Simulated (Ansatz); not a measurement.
Reaction (ligand exchange at the Al–Cl bond): `C=C[CH2][Al]([F])[Cl]` + H–F → `C=C[CH2][Al]([F])[F]` + HCl

Computed with Ansatz on PBE0-D4/def2-TZVP structures; ΔE is electronic, products minus reactants. CBS: MP2 limit from def2 TZ/QZ plus the TZ coupled-cluster correction, frozen cores. This one scheme is used for every species. Functionals use def2-TZVPP. B3LYP here is the variant with VWN-RPA as its local correlation; programs differ in this. HSE06 is defined as in plane-wave codes. One conformer a species, not always the lowest.

`C=C[CH2][Al]([F])[Cl]`:

Z-matrix (Å, degrees):
```
C
C 1 1.488
Al 1 2.299 2 57.0
C 1 1.345 2 124.9 3 63.7
H 1 1.088 2 116.6 3 -105.4
H 2 1.091 1 113.6 3 -108.9
H 2 1.084 1 114.1 3 121.3
F 3 1.648 1 119.9 2 100.7
Cl 3 2.090 1 109.4 2 -118.7
H 4 1.087 1 121.9 2 10.8
H 4 1.082 1 121.0 2 -172.2
```

H–F:

Z-matrix (Å, degrees):
```
F
H 1 0.920
```

`C=C[CH2][Al]([F])[F]`:

Cartesian coordinates in Å:
```
C 0.599 -1.317 -0.394
C 0.415 -0.064 -0.840
C 0.473 1.162 0.009
Al -1.094 0.404 0.858
F -2.595 0.535 0.198
F -0.963 -0.353 2.313
H 0.432 -2.170 -1.040
H 0.963 -1.522 0.610
H 0.045 0.065 -1.855
H 0.406 2.088 -0.554
H 1.319 1.172 0.696
```

HCl:

```xyz
2

Cl   -0.156    0.441    0.436
H     0.156   -0.441   -0.436
```

(1) Is it downhill or uphill in electronic energy at CCSD(T)/CBS, and by how much? (Estimate.)

(2) What do these levels give: LDA (SPW92), revPBE-D4, HSE06-D4, ωB97X-V, B3LYP, CCSD/def2-TZVPP? (Estimate.)

Largest T1 diagnostic among the species: 0.012.

## Answers

(1) Ansatz gave: Downhill: ΔE = -18.8 kJ/mol.

(2) Ansatz gave: LDA (SPW92) -18.9, revPBE-D4 -15.2, HSE06-D4 -12.9, ωB97X-V -21.1, B3LYP -29.3, CCSD/def2-TZVPP -23.4 kJ/mol.

The D4 term adds +5.8 kJ/mol with B3LYP and +3.3 kJ/mol with PBE0; it sums over pairs of atoms, weighted by their polarisabilities, and B3LYP, whose exchange is more repulsive, gets the larger term. From r2SCAN to r2SCAN0 (25 % exact exchange), in def2-TZVPP and without D4, ΔE moves by +3.3 kJ/mol. Leaving LDA and LC-ωPBE aside and taking each functional with its dispersion term where it has one, the values, not all of them listed here, spread over 14.2 kJ/mol, from CAM-B3LYP-D4 to HSE06-D4.
